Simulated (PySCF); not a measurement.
SMILES C[CH]NC (C3H8N), doublet (PBE0/def2-SVP optimised geometry):

```
12

C      1.436    -0.769    -0.009
C      0.690     0.517     0.000
N     -0.701     0.517     0.000
C     -1.441    -0.413    -0.811
H      1.217    -1.386    -0.898
H      2.519    -0.577    -0.010
H      1.220    -1.405     0.877
H      1.129     1.371     0.526
H     -1.097     1.450     0.000
H     -1.246    -0.317    -1.899
H     -2.519    -0.270    -0.644
H     -1.205    -1.450    -0.524
```

Computed with PySCF with unrestricted PBE0/def2-TZVP.

Question: What are the frontier orbital energies (α orbitals alone; a β orbital can be the lowest empty one) and the dipole moment?

Answer: HOMO-2 -9.94 eV, HOMO-1 -8.44 eV, HOMO -3.96 eV, LUMO 1.20 eV, LUMO+1 1.71 eV; dipole moment 0.98 D.

Meta-Löwdin charges at PBE0/def2-TZVP: C1 -0.35, C2 -0.15, N3 -0.27, C4 -0.24, H5 0.11, H6 0.12, H7 0.10, H8 0.11, H9 0.23, H10 0.09, H11 0.12, H12 0.12.
